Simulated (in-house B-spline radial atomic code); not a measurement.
# Ionising Zr²⁺ with different functionals

Computed with a B-spline radial code for spherical atoms: non-relativistic Hamiltonian, point nucleus, spin-polarised at highest spin, spherical fractional occupations for the functionals, and exact exchange of hybrids averaged over the configuration. The ionisation energy is the difference of two self-consistent energies, [Kr] 4d2 → [Kr] 4d1, without Breit or QED terms; ε is the level of the shell that loses the electron (its least bound occupied spin orbital). There is no spin-orbit coupling in this Hamiltonian.

```tsv
method	rung	ΔSCF (eV)	-ε(4d) (eV)
PBE0	global hybrid	23.42	19.57
B3LYP	global hybrid	?	?
TPSSh	global hybrid	23.29	18.58
M06-2X	global hybrid	23.21	21.04
BHandHLYP	global hybrid	23.18	20.75
r2SCAN0	global hybrid	23.27	19.50
B97-1	global hybrid	23.21	19.10
HSE06	range-separated hybrid	23.41	19.16
wB97X	range-separated hybrid	23.07	21.79
CAM-B3LYP	range-separated hybrid	23.39	20.94
LC-wPBE	range-separated hybrid	?	?
```

(1) What does LC-wPBE give?

(2) What does B3LYP give?

(3) Among the functionals, which spreads more, the ΔSCF values or the orbital energies?

(4) How do they compare with the NIST value?

Answers

(1) ΔSCF 23.38 eV, and -ε(4d) = 22.39 eV.

(2) ΔSCF 23.43 eV, and -ε(4d) = 19.27 eV.

(3) The orbital energies: ΔSCF values span about 0.36 eV and the orbital energies 3.81 eV; here energy differences depend much less on the functional than eigenvalues do.

(4) NIST lists 23.170 eV ± 0.004 (semi-empirical, ground level to ground level). Errors run from -0.10 to +0.26 eV; BHandHLYP is closest (+0.01 eV), but part of that can be cancellation, since the calculations leave out relativity, Breit-QED terms, multiplet and fine-structure energies.
